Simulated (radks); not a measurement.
Results of a calculation; reference values are marked as such.
Be, 4 electrons, occupied as [He] 2s2.

Level of theory: non-relativistic Kohn-Sham, SCAN, spin-unpolarised, spherical densities, point nucleus; meta-GGA in the generalised Kohn-Sham scheme (a radial shooting solver on a logarithmic mesh with Libxc functionals).

Energy parts (hartree):
part                     energy
total                 -14.65022
kinetic                14.58398
electron-nucleus      -33.65706
Hartree                 7.16636
exchange-correlation   -2.74349

Orbitals (lengths in bohr, moments of r in powers of bohr; r(90%) holds 90 % of the orbital's charge):
orbital  occ.  eigenvalue (hartree)   <1/r>   <r^2>  r(90%)
1s          2              -3.99085   3.672  0.2384   0.753
2s          2              -0.21137  0.5350   8.188    4.15

The highest occupied level is 2s at -5.752 eV. Virial ratio -V/T = 2.00454. The electron density at the nucleus is 35.63 e/bohr^3. For comparison, the ionisation energy in NIST's Atomic Spectra Database is 9.323 eV (measured). In exact Kohn-Sham theory the highest level is minus the ionisation energy, but local and semilocal functionals leave it too shallow, through self-interaction and a potential that decays too fast; potentials with the right tail come closer. The density falls to 0.001 e/bohr^3 at r = 4.14 bohr. Summed over all electrons, <r^2> = 16.85 bohr^2, which gives a Langevin (diamagnetic) susceptibility term of -13.3 x 10^-6 cm^3/mol.

Empty levels of this run are not shown, since the potential may be unsettled where no density lies.
